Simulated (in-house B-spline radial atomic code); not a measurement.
# Ionising Cl III (Cl2+) with different functionals

Computed with a B-spline radial code for spherical atoms: non-relativistic Hamiltonian, point nucleus, spin-polarised at highest spin, spherical fractional occupations for the functionals, the average over the highest-spin determinants for Hartree-Fock. The ionisation energy is the difference of two self-consistent energies, [Ne] 3s2 3p3 → [Ne] 3s2 3p2, without Breit or QED terms; ε is the level of the shell that loses the electron (its least bound occupied spin orbital).

Hybrids are left out here: with spherical fractional occupations of an open shell their exact exchange keeps a self-interaction that integer-occupation calculations don't have.

```
           method          rung  ΔSCF (eV)  -ε(3p) (eV)
     Hartree-Fock  Hartree-Fock          ?            ?
         LDA VWN5           LDA      39.60        33.04
         LDA PW92           LDA      39.59        33.03
LDA exchange-only           LDA      38.47        31.97
              PBE           GGA          ?            ?
           PBEsol           GGA      39.57        33.02
             BLYP           GGA      39.36        32.77
             RPBE           GGA      39.65        33.10
             PW91           GGA      39.71        33.15
             BP86           GGA      39.66        33.10
             AM05           GGA      39.53        32.97
             OLYP           GGA      39.69        33.10
             TPSS      meta-GGA      39.86        33.33
             SCAN      meta-GGA      40.23        33.78
           r2SCAN      meta-GGA      40.21        33.77
            M06-L      meta-GGA      40.07        33.55
          revTPSS      meta-GGA      39.81        33.30
```

What does PBE give?

ΔSCF 39.65 eV, and -ε(3p) = 33.10 eV.

What does Hartree-Fock give?

ΔSCF 39.13 eV, and -ε(3p) = 39.70 eV.

How do they compare with the NIST value?

NIST lists 39.8 eV ± 0.11 (semi-empirical, ground level to ground level). Errors run from -1.33 to +0.43 eV; revTPSS is closest (+0.01 eV), though others lie within the uncertainty of it, and part of that can be cancellation, since the calculations leave out relativity, Breit-QED terms, multiplet and fine-structure energies. Hartree-Fock also lacks correlation.
